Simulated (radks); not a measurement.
The numbers below are computed, except where a source is named.
Level of theory: non-relativistic Kohn-Sham, LDA (Slater exchange, Perdew-Wang correlation), spin-unpolarised, spherical densities, point nucleus (a radial shooting solver on a logarithmic mesh with Libxc functionals). Response by self-consistent Sternheimer equations with the Hartree and adiabatic LDA kernel. For heavy and open-shell atoms this level of theory can miss by tens of per cent. Rank Dy, Cs, Cr, La, Os2+ (NIST ground configurations) by static dipole polarisability, largest first.

Answer. Cs 414.5, La 210.5, Dy 186.3, Cr 76.90, Os2+ 10.34 bohr^3.
